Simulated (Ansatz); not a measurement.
Reaction (hydrogenolysis of the Sn–Cl bond): `C[Se][SnH]([Cl])[Cl]` + H₂ → `C[Se][SnH2][Cl]` + HCl

Calculated with Ansatz (gas phase, PBE0-D4/def2-TZVP geometries, no zero-point term in ΔE). CCSD(T)/CBS is the MP2 limit (def2-TZVPP, def2-QZVPP) plus CCSD(T) − MP2 in def2-TZVPP, frozen cores. This one scheme is used for every species. DFT in def2-TZVPP. B3LYP here is the variant with VWN-RPA as its local correlation; programs differ in this. HSE06 is defined as in plane-wave codes. Elements past krypton have def2 core potentials. For Se, Sn outer-core shells are correlated without core-valence functions, which leaves a few kJ/mol of doubt a bond. Scalar relativity is left out up to krypton. Each species was taken in one conformer, which may not be the lowest.

| level | ΔE (kJ/mol) | difference from CCSD(T)/CBS |
| --- | --- | --- |
| r2SCANh-D4 | 78.6 | 0.2 |
| r2SCAN0-D4 | 76.2 | -2.2 |
| BHLYP-D4 | 77.0 | -1.4 |
| ωB97M-V | 74.0 | -4.4 |
| PBE-QIDH | 71.9 | -6.5 |
| BLYP | 70.6 | -7.8 |
| r2SCAN | 78.8 | 0.4 |
| B3LYP | 68.5 | -9.9 |
| r2SCANh | 76.8 | -1.6 |
| HSE06 | 68.4 | -10.0 |
| CAM-B3LYP | 64.9 | -13.5 |
| LC-ωPBE | 63.3 | -15.1 |
| CCSD(T)/def2-SVP | 65.1 | -13.3 |
| HF/def2-QZVPP | 64.0 | -14.4 |
| HF/CBS(def2) | 64.2 | -14.2 |
| MP2/CBS(def2) | 89.2 | 10.8 |
| CCSD(T)/CBS | 78.4 | 0 |

Problem. What do rigid-rotor, harmonic-oscillator terms from PBE0-D4/def2-TZVP frequencies (298.15 K, 1 bar) make of the CCSD(T)/CBS value? (Best estimate.)

Solution. The calculation gave: ΔZPE = +6.0 kJ/mol, ΔH = +80.9 kJ/mol, ΔS = 23 J/(mol·K), ΔG = +74.1 kJ/mol. Modes under 50 cm⁻¹ make the entropy rough.

Largest T1 diagnostic among the species: 0.011.

At CCSD(T), def2-SVP lies −13.3 kJ/mol from the extrapolated value and def2-TZVPP −10.3 kJ/mol. From r2SCAN to r2SCAN0 (25 % exact exchange), in def2-TZVPP and without D4, ΔE moves by −4.6 kJ/mol.

CCSD(T)/CBS has its own doubt, a few kJ/mol and more with outer-core shells, so smaller differences from it don't rank the levels.
